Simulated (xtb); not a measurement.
Job for xtb: GFN2-xTB on Ge2H8 (a complex).

```
$ xtb mol.xyz --gfn 2 --sp --chrg 0 --uhf 0
10

Ge     0.10619029     0.02771487     0.00369920
H     -0.24516692     1.45435130     0.44958240
H     -1.00348359    -0.93383224     0.45258827
H      1.43439169    -0.39354651     0.64888922
H      0.23962156    -0.01694436    -1.52573326
Ge    -0.10624298    -0.02775185     4.09629202
H      0.30290486    -1.43114426     3.62678277
H     -1.44802948     0.35202098     3.45346545
H      0.96587978     0.98481543     3.66860714
H     -0.24621391    -0.01563516     5.62574801
```

It printed:

```
[...]
           -------------------------------------------------
          |                Calculation Setup                |
           -------------------------------------------------



molecular fragmentation (1/2 indicates fragments):
1111122222
# atoms in fragment 1/2:     5     5
 fragment masses (1/2) :       76.66       76.66
CMA distance (Bohr)    :   7.744
constraining FC (au)   :  0.0500

           -------------------------------------------------
          |                 G F N 2 - x T B                 |
           -------------------------------------------------

        Reference                      10.1021/acs.jctc.8b01176
      * Hamiltonian:
        H0-scaling (s, p, d)           1.850000    2.230000    2.230000
        zeta-weighting                 0.500000
      * Dispersion:
        s8                             2.700000
        a1                             0.520000
        a2                             5.000000
        s9                             5.000000
      * Repulsion:
        kExp                           1.500000    1.000000
        rExp                           1.000000
      * Coulomb:
        alpha                          2.000000
        third order                    shell-resolved
        anisotropic                    true
        a3                             3.000000
        a5                             4.000000
        cn-shift                       1.200000
        cn-exp                         4.000000
        max-rad                        5.000000


          ...................................................
          :                      SETUP                      :
          :.................................................:
          :  # basis functions                  28          :
          :  # atomic orbitals                  26          :
          :  # shells                           14          :
          :  # electrons                        16          :
          :  max. iterations                   250          :
          :  Hamiltonian                  GFN2-xTB          :
          :  restarted?                      false          :
          :  GBSA solvation                  false          :
          :  PC potential                    false          :
          :  electronic temp.          300.0000000     K    :
          :  accuracy                    1.0000000          :
          :  -> integral cutoff          0.2500000E+02      :
          :  -> integral neglect         0.1000000E-07      :
          :  -> SCF convergence          0.1000000E-05 Eh   :
          :  -> wf. convergence          0.1000000E-03 e    :
          :  Broyden damping             0.4000000          :
          :  net charge                          0          :
          :  unpaired electrons                  0          :
          ...................................................

 iter      E             dE          RMSdq      gap      omega  full diag
   1     -7.9153872 -0.791539E+01  0.259E+00    8.23       0.0  T
   2     -7.9254011 -0.100139E-01  0.135E+00    7.79       1.0  T
   3     -7.9267492 -0.134810E-02  0.109E+00    8.05       1.0  T
   4     -7.9302874 -0.353824E-02  0.236E-01    7.90       1.0  T
   5     -7.9303600 -0.725198E-04  0.168E-02    7.88       1.9  T
   6     -7.9303608 -0.835123E-06  0.164E-03    7.88      19.3  T
   7     -7.9303608 -0.186105E-08  0.101E-03    7.88      31.4  T
   8     -7.9303608 -0.807896E-09  0.115E-04    7.88     276.0  T
   9     -7.9303608 -0.158078E-10  0.583E-05    7.88     542.2  T

   *** convergence criteria satisfied after 9 iterations ***

         #    Occupation            Energy/Eh            Energy/eV
      -------------------------------------------------------------
         1        2.0000           -0.6157521             -16.7555
         2        2.0000           -0.6147599             -16.7285
         3        2.0000           -0.4406800             -11.9915
         4        2.0000           -0.4402195             -11.9790
         5        2.0000           -0.4397998             -11.9676
         6        2.0000           -0.4373369             -11.9005
         7        2.0000           -0.4367449             -11.8844
         8        2.0000           -0.4360927             -11.8667 (HOMO)
         9                         -0.1463377              -3.9821 (LUMO)
        10                         -0.1358871              -3.6977
        11                         -0.1350643              -3.6753
        12                         -0.1315611              -3.5800
        13                         -0.1306017              -3.5539
       ...                                ...                  ...
        26                          1.1659508              31.7271
      -------------------------------------------------------------
                  HL-Gap            0.2897550 Eh            7.8846 eV
             Fermi-level           -0.2912152 Eh           -7.9244 eV

 SCC (total)                   0 d,  0 h,  0 min,  0.004 sec
 SCC setup                      ...        0 min,  0.000 sec (  3.515%)
 Dispersion                     ...        0 min,  0.000 sec (  6.651%)
 classical contributions        ...        0 min,  0.000 sec (  0.595%)
 integral evaluation            ...        0 min,  0.001 sec ( 13.536%)
 iterations                     ...        0 min,  0.002 sec ( 49.541%)
 molecular gradient             ...        0 min,  0.001 sec ( 22.990%)
 printout                       ...        0 min,  0.000 sec (  2.845%)

         :::::::::::::::::::::::::::::::::::::::::::::::::::::
         ::                     SUMMARY                     ::
         :::::::::::::::::::::::::::::::::::::::::::::::::::::
         :: total energy              -7.892527432089 Eh    ::
         :: gradient norm              0.036584153101 Eh/a0 ::
         :: HOMO-LUMO gap              7.884633848652 eV    ::
         ::.................................................::
         :: SCC energy                -7.930358921216 Eh    ::
         :: -> isotropic ES           -0.003439525241 Eh    ::
         :: -> anisotropic ES          0.002716218266 Eh    ::
         :: -> anisotropic XC          0.004641079934 Eh    ::
         :: -> dispersion             -0.004144066669 Eh    ::
         :: repulsion energy           0.037831489127 Eh    ::
         :: add. restraining           0.000000000000 Eh    ::
         :: total charge               0.000000000000 e     ::
         :::::::::::::::::::::::::::::::::::::::::::::::::::::

           -------------------------------------------------
          |                Property Printout                |
           -------------------------------------------------

    * Orbital Energies and Occupations

         #    Occupation            Energy/Eh            Energy/eV
      -------------------------------------------------------------
         1        2.0000           -0.6157521             -16.7555
         2        2.0000           -0.6147599             -16.7285
         3        2.0000           -0.4406800             -11.9915
         4        2.0000           -0.4402195             -11.9790
         5        2.0000           -0.4397998             -11.9676
         6        2.0000           -0.4373369             -11.9005
         7        2.0000           -0.4367449             -11.8844
         8        2.0000           -0.4360927             -11.8667 (HOMO)
         9                         -0.1463377              -3.9821 (LUMO)
        10                         -0.1358871              -3.6977
        11                         -0.1350643              -3.6753
        12                         -0.1315611              -3.5800
        13                         -0.1306017              -3.5539
Note: The following floating-point exceptions are signalling: IEEE_UNDERFLOW_FLAG IEEE_DENORMAL
normal termination of xtb
        14                         -0.0774286              -2.1069
        15                         -0.0178302              -0.4852
        16                         -0.0157574              -0.4288
        17                          0.0054817               0.1492
        18                          0.0092495               0.2517
        19                          0.0142548               0.3879
       ...                                ...                  ...
        26                          1.1659508              31.7271
      -------------------------------------------------------------
                  HL-Gap            0.2897550 Eh            7.8846 eV
             Fermi-level           -0.2912152 Eh           -7.9244 eV

     #   Z          covCN         q      C6AA      α(0)
     1  32 Ge       3.714     0.088   170.097    23.416
     2   1 H        0.928    -0.023     3.493     2.923
     3   1 H        0.928    -0.023     3.492     2.922
     4   1 H        0.928    -0.023     3.490     2.921
     5   1 H        0.928    -0.018     3.398     2.883
     6  32 Ge       3.714     0.088   170.097    23.416
     7   1 H        0.928    -0.023     3.493     2.922
     8   1 H        0.928    -0.023     3.491     2.922
     9   1 H        0.928    -0.023     3.493     2.922
    10   1 H        0.928    -0.018     3.398     2.883

 Mol. C6AA /au·bohr⁶  :       1673.184029
 Mol. C8AA /au·bohr⁸  :      91068.780989
 Mol. α(0) /au        :         70.128720


Wiberg/Mayer (AO) data.
largest (>0.10) Wiberg bond orders for each atom

 ---------------------------------------------------------------------------
     #   Z sym  total        # sym  WBO       # sym  WBO       # sym  WBO
 ---------------------------------------------------------------------------
     1  32 Ge   3.454 --     2 H    0.862     3 H    0.861     4 H    0.861
                             5 H    0.858
     2   1 H    0.999 --     1 Ge   0.862
     3   1 H    0.999 --     1 Ge   0.861
     4   1 H    0.999 --     1 Ge   0.861
     5   1 H    0.995 --     1 Ge   0.858
     6  32 Ge   3.454 --     7 H    0.862     9 H    0.862     8 H    0.861
                            10 H    0.858
     7   1 H    0.999 --     6 Ge   0.862
     8   1 H    0.999 --     6 Ge   0.861
     9   1 H    0.999 --     6 Ge   0.862
    10   1 H    0.995 --     6 Ge   0.858
 ---------------------------------------------------------------------------

Topologies differ in total number of bonds
Writing topology from bond orders to xtbtopo.mol

molecular dipole:
                 x           y           z       tot (Debye)
 q only:       -0.000      -0.000      -0.000
   full:        0.000       0.000       0.000       0.000
molecular quadrupole (traceless):
                xx          xy          yy          xz          yz          zz
 q only:       -0.143      -0.001      -0.148      -0.035       0.001       0.291
  q+dip:       -0.025      -0.000      -0.023      -0.023       0.013       0.048
   full:        0.107       0.000       0.113       0.014       0.007      -0.220


           -------------------------------------------------
          | TOTAL ENERGY               -7.892527432089 Eh   |
          | GRADIENT NORM               0.036584153101 Eh/α |
          | HOMO-LUMO GAP               7.884633848652 eV   |
           -------------------------------------------------

------------------------------------------------------------------------
------------------------------------------------------------------------
 total:
 SCF:
```

The run finished.

Cost: about 0.04 core-seconds (a rough figure).
